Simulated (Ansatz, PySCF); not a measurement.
This PySCF input computes a PBE0/def2-TZVPD energy:

```python
from pyscf import gto, scf, dft

mol = gto.M(
    atom='''
    Si    0.10447289   -0.70281868   -0.24812556
    C     1.36866695    0.78789232    0.01153212
    C    -1.48830673    0.19376434    0.49148243
    H    -0.21077650   -0.38543233   -1.73180232
    H     0.97139220    1.76116089   -0.30850024
    H     2.30008238    0.60891432   -0.53879389
    H     1.63941958    0.87418218    1.07118242
    H    -2.39856398   -0.36820260    0.25054371
    H    -1.62217908    1.22180930    0.12720042
    H    -1.42415643    0.23708976    1.58584038
    ''',
    basis='def2-tzvpd',
    charge=-1,
    spin=0,
    verbose=4,
)

mf = dft.RKS(mol, xc='pbe0').density_fit(auxbasis='def2-universal-jkfit')
mf.grids.level = 3
mf.conv_tol = 1e-9
mf.max_cycle = 100
mf.max_memory = 1500
mf.kernel()
if not mf.converged:
    mf = mf.newton()
    mf.kernel(mf.make_rdm1())
mf.analyze()
```

Task: Write an input for the same energy in Ansatz (a program for electronic structure) and say what it gives.

Result: 
Ansatz 0.2 input:
```yaml
crystal:
  periodic: [false, false, false]
  atoms:
    - {symbol: Si, position_ang: [0.10447289, -0.70281868, -0.24812556]}
    - {symbol: C, position_ang: [1.36866695, 0.78789232, 0.01153212]}
    - {symbol: C, position_ang: [-1.48830673, 0.19376434, 0.49148243]}
    - {symbol: H, position_ang: [-0.21077650, -0.38543233, -1.73180232]}
    - {symbol: H, position_ang: [0.97139220, 1.76116089, -0.30850024]}
    - {symbol: H, position_ang: [2.30008238, 0.60891432, -0.53879389]}
    - {symbol: H, position_ang: [1.63941958, 0.87418218, 1.07118242]}
    - {symbol: H, position_ang: [-2.39856398, -0.36820260, 0.25054371]}
    - {symbol: H, position_ang: [-1.62217908, 1.22180930, 0.12720042]}
    - {symbol: H, position_ang: [-1.42415643, 0.23708976, 1.58584038]}
basis:
  gaussian:
    orbitals: def2-TZVPD
hamiltonian:
  xc: {name: PBE0}
total_charge: -1
output: {forces: true}
```
It gives -369.72166 Eh, and PySCF -369.72174 Eh, a difference of 0.08 mEh, from the treatment of integrals and grids.

It need not be the lowest isomer of its formula. Whether it binds its extra electron was not tested at this geometry.
